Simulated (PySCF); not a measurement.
AlClGeH₃, ClGeH₃OSi (calculated)

Calculation on a computer-drawn molecule: the log of a Hartree-Fock and frozen-core CCSD(T) single point meant for a local Hartree-Fock minimum, with one planted fault or none, to be diagnosed. Offsets are logged minus clean, where the clean run is the same molecule without the fault. The reference is restricted for singlets and unrestricted otherwise, and also for a bond in bohr or an excited solution. Adding or removing an electron swaps singlet and doublet. The excited solution moves the top pair (singlet) or top alpha electron (doublet) to the lowest empty orbital. Highest occupied and lowest empty are orbital energies over both spins, largest force is the largest gradient component, triples share is (T) over the correlation energy, the T1 limit is 0.02 restricted and 0.045 unrestricted, electrons count all cores, a negative frequency is imaginary (commonest isotopes), and the dipole is about the centre of nuclear charge; on germanium a core potential holds 10 electrons, which the energies leave out, and 3d is frozen in MP2 and coupled-cluster steps. Program: PySCF 2.14.0.

Common to all runs: meant multiplicity 1; meant basis cc-pV(D+d)Z; meant basis and core potential on germanium cc-pVDZ-PP ECP10MDF; logged SCF converged yes; possible faults no fault, one electron removed, one electron added, multiplicity raised by two, geometry at a saddle point, SCF held on an excited solution, minimal basis STO-3G, one bond length entered in bohr, all coordinates scaled.

(1) AlClGeH₃

Logged structure:
```xyz
6
AlClGeH3
Al     1.7757    -1.0607     2.5101
Ge     0.4342    -1.1242     0.2346
Cl     1.2943    -0.1021    -1.3863
H      1.3225     0.1733     3.3347
H      2.7545    -2.2640     2.5584
H     -0.8705    -1.7294    -0.2737
```

| Quantity | Value |
| --- | --- |
| meant charge | 1 |
| logged electrons | 65 |
| logged basis functions | 84 |
| logged spin squared | 0.7705 |
| logged highest occupied | -6.9269 eV |
| logged lowest empty | 0.10373 eV |
| logged largest force | 0.042359 hartree/bohr |
| logged T1 diagnostic | 0.01323 |
| logged D1 diagnostic | 0.037331 |
| logged triples share | 0.02335 |
| logged CC converged | yes |
| logged dipole magnitude | 4.4359 debye |
| logged SCF stable within its kind | yes |
| logged energy HF | -996.53777 hartree |
| logged energy CCSD(T) | -996.86801 hartree |
| planted fault | one electron added |
| HF energy offset from clean run | -141.4 kcal/mol |
| CCSD(T) energy offset from clean run | -145.9 kcal/mol |

Drawn bonds:
| atom | other atom | order |
| --- | --- | --- |
| 1 | 2 | 1 |
| 2 | 3 | 1 |
| 1 | 4 | 1 |
| 1 | 5 | 1 |
| 2 | 6 | 1 |

(2) ClGeH₃OSi

Logged structure:
```xyz
7
ClGeH3OSi
O      0.2297    -0.4352    -2.3750
Si    -0.3418    -0.3024    -0.8211
Ge    -2.1901    -1.9436    -0.5990
Cl    -2.5550    -1.3662     1.5271
H      0.9450     0.1165    -2.6559
H     -0.8356     1.0719    -0.5556
H      0.7302    -0.5960     0.1627
```

| Quantity | Value |
| --- | --- |
| meant charge | 0 |
| logged electrons | 74 |
| logged basis functions | 98 |
| logged spin squared | 0 |
| logged highest occupied | -6.0074 eV |
| logged lowest empty | -2.5317 eV |
| logged largest force | 0.027392 hartree/bohr |
| logged dipole magnitude | 4.3065 debye |
| logged SCF stable within its kind | no |
| logged energy HF | -1118.31213 hartree |
| planted fault | ? |

Drawn bonds:
| atom | other atom | order |
| --- | --- | --- |
| 1 | 2 | 1 |
| 2 | 3 | 1 |
| 3 | 4 | 1 |
| 1 | 5 | 1 |
| 2 | 6 | 1 |
| 2 | 7 | 1 |

Notes: coupled-cluster numbers left out as unreliable.

**Q.** Which fault was planted in the run of ClGeH₃OSi (entry 2)?
**A.** SCF held on an excited solution

Further results for ClGeH₃OSi (entry 2):

| Quantity | Value |
| --- | --- |
| HF energy offset from clean run | 118.6 kcal/mol |
